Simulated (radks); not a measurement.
Ionisation of the osmium ion Os2+, [Xe] 4f14 5d6, to [Xe] 4f14 5d5 as the strength of local exchange is varied. All-electron calculation, scalar-relativistic Kohn-Sham, Slater X-alpha exchange (alpha = 2/3 is LDA exchange), no correlation, spin-polarised, spherical densities, finite nucleus; open shells are filled with parallel spins first (spin-orbit coupling, left out, can overturn this in heavy ions); Fermi nuclear charge, rms radius 5.4126 fm. Program: a radial shooting solver on a logarithmic mesh with Libxc functionals.

| alpha | E(Os2+) (hartree) | exchange (hartree) | IE (eV) | -e of the level emptied (eV) | <r> of it (bohr) |
|---|---|---|---|---|---|
| 0.611 | -17205.3756 | -292.8841 | 24.637 | 19.253 (5d) | 1.745 |
| 0.632 | -17215.4975 | -303.1405 | 24.901 | 19.500 (5d) | 1.736 |
| 0.66 | -17229.0032 | -316.8352 | 25.256 | 19.835 (5d) | 1.725 |
| 0.667 | -17232.3814 | -320.2624 | 25.345 | 19.919 (5d) | 1.722 |
| 0.694 | -17245.4182 | -333.4945 | 25.693 | 20.247 (5d) | 1.712 |
| x | -17320.9472 | -410.3535 | 27.785 | 22.232 (5d) | 1.654 |

Which alpha was used in the last row?

Answer. alpha = 0.85. NIST Atomic Spectra Database: 25 +/- 1.6 eV (theoretical). The Delta-SCF value meets it near alpha = 0.64. Open shells are spherical and high-spin; term and fine-structure splittings are not resolved. Spin-orbit splitting is averaged out at the scalar-relativistic level.
